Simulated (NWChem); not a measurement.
## Atomisation of 1,1,1-trifluoroethane (C$_{2}$H$_{3}$F$_{3}$)

```
C
F 1 1.3456
F 1 1.3456 2 107.27
F 1 1.3456 2 107.27 3 114.98
C 1 1.5057 2 111.59 3 -122.51
H 5 1.0984 1 109.48 2 180.00
H 5 1.0984 6 109.46 1 120.02
H 5 1.0984 6 109.46 7 119.97
```
Charge 0, spin multiplicity 1.

The numbers come from NWChem runs, not from measurements. Structure: optimised with B3LYP/def2-SVP, a minimum by its harmonic frequencies.

Basis set: def2-TZVP. The atomisation energy is electronic alone: no zero-point, thermal, spin-orbit or counterpoise terms. No value is extrapolated to the basis-set limit. Free atoms are single determinants with multiplicities C 3, F 2, H 2. Correlated methods freeze the same cores in atoms and molecule, 5 orbitals in all.

Costs are rough ratios of processor time within this set of runs, SCF included, with B3LYP as 1. Costs are the molecule's.

B3LYP has NWChem's definition, with VWN1-RPA local correlation. The stability of the SCF solutions was not checked. Open-shell Hartree-Fock references start from PBE0 orbitals; any time given for them includes that run.

```tsv
method	atomisation energy (kcal/mol)	relative cost
PBE	784.4	under 3
LDA (SVWN5)	901.4	under 3
MP2	…	4
BLYP	755.0	under 3
HF	542.9	under 3
M06-2X	…	under 3
B3LYP	752.0	1
PBE0	761.6	under 3
r2SCAN	764.1	under 3
```

Question: Complete the blanks.

Answer: 
- MP2, atomisation energy (kcal/mol): 759.8
- M06-2X, atomisation energy (kcal/mol): 762.2
